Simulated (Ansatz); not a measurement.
`CC[SiH2]Br` + H₂O → `CC[SiH2]O` + HBr at 400 K and 1 bar (formal hydrolysis of the Si–Br bond).

Isolated molecules relaxed with PBE0-D4/def2-TZVP in Ansatz; ΔE leaves out vibrations. CCSD(T)/CBS adds triple-zeta CCSD(T) − MP2 to the extrapolated MP2 energy (def2 sets, frozen cores). This one scheme is used for every species. For Br outer-core shells are correlated without core-valence functions, which leaves a few kJ/mol of doubt a bond. Scalar relativity is left out up to krypton. Each species was taken in one conformer, which may not be the lowest.

```
     species  CCSD(T)/CBS energy (Eh)  H − E (kJ/mol)  S (J/(mol·K))
`CC[SiH2]Br`              -2942.77097           250.3          376.1
         H₂O                -76.37941            69.8          198.6
 `CC[SiH2]O`               -445.22590           284.8          364.4
         HBr              -2573.91920            27.6          207.2
```

H − E and S are ideal-gas, rigid-rotor, harmonic terms from PBE0-D4/def2-TZVP, for one conformer and one mirror image of each species. 1 Eh = 2625.50 kJ/mol, R = 8.31446 J/(mol·K).

Task: By hand: ΔE, ΔH, ΔS and ΔG.

Result: ΔE = (-445.22590) + (-2573.91920) − (-2942.77097) − (-76.37941) = 0.00528 Eh = 13.9 kJ/mol. Δ(H − E) = 284.8 + 27.6 − 250.3 − 69.8 = -7.7, so ΔH = 6.2 kJ/mol. ΔS = 364.4 + 207.2 − 376.1 − 198.6 = -3.1 J/(mol·K). ΔG = 6.2 − 400 × (-3.1)/1000 = 7.4 kJ/mol.

Task: By hand: the equilibrium constant, and the temperature at which ΔG would vanish if ΔH and ΔS stayed fixed.

Result: log₁₀ K = −ΔG/(RT ln 10) = -1.0. ΔH and −TΔS have one sign here, so there is no such temperature.

The number of gas molecules stays the same, so ΔS is small and ΔH decides. A doubt of 5 kJ/mol in ΔE shifts log₁₀ K by 0.7 here. Other conformers and mirror images would add mixing entropy, several J/(mol·K) or more a flexible species. These are equilibria of isolated gas molecules and say nothing of rates. Largest T1 diagnostic: 0.010 (customary marks: 0.02 for closed shells, 0.045 for open ones).

ΔS is within the doubt of such terms, so its sign, and with it that verdict, could turn.
